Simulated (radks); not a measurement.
The numbers below are computed, except where a source is named.
The nuclear charge of the gold ion Au2+ is varied continuously with 77 electrons held in [Xe] 4f14 5d9. Code: a radial shooting solver on a logarithmic mesh with Libxc functionals. Model: scalar-relativistic Kohn-Sham, r2SCAN, spin-polarised, spherical densities, finite nucleus; open shells are filled with parallel spins first (spin-orbit coupling, left out, can overturn this in heavy ions); meta-GGA in the generalised Kohn-Sham scheme; Fermi nuclear charge, rms radius 5.4371 fm. By the Hellmann-Feynman theorem dE/dZ = E(electron-nucleus)/Z, the electronic potential at the nucleus (averaged over a nucleus of fixed radius). The scalar-relativistic energy here is not variational (the density holds large components alone), so the two differ by a part that grows with Z.

| Z | E (hartree) | E(electron-nucleus)/Z (hartree) | HOMO | e(HOMO) (eV) | <r> HOMO (bohr) |
|---|---|---|---|---|---|
| 78.5 | -18708.5554 | -592.014 | 5d | -20.237 | 1.558 |
| 78.6 | -18768.3405 | -593.180 | 5d | -21.562 | 1.543 |
| 78.7 | -18828.2449 | -594.347 | 5d | -22.909 | 1.529 |
| 78.8 | -18888.2686 | -595.515 | 5d | -24.278 | 1.516 |
| 78.9 | -18948.4117 | -596.684 | 5d | -25.669 | 1.503 |
| 79 | -19008.6744 | -597.853 | 5d | -27.081 | 1.490 |
| 79.1 | -19069.0566 | -599.023 | 5d | -28.514 | 1.477 |
| 79.2 | -19129.5585 | -600.193 | 5d | -29.967 | 1.465 |
| 79.3 | -19190.1801 | -601.365 | 5d | -31.440 | 1.454 |
| 79.4 | -19250.9215 | -602.537 | 5d | -32.934 | 1.442 |
| 79.5 | -19311.7828 | -603.709 | 5d | -34.446 | 1.431 |
| 79.6 | -19372.7642 | -604.883 | 5d | -35.978 | 1.420 |
| 79.7 | -19433.8656 | -606.057 | 5d | -37.530 | 1.410 |
| 79.8 | -19495.0872 | -607.232 | 5d | -39.099 | 1.399 |
| 79.9 | -19556.4291 | -608.408 | 5d | -40.688 | 1.389 |
| 80 | -19617.8914 | -609.585 | 5d | -42.295 | 1.380 |

The central difference of E at Z = 79 is -603.224 hartree, to compare with the third column; the second derivative is -12 hartree.
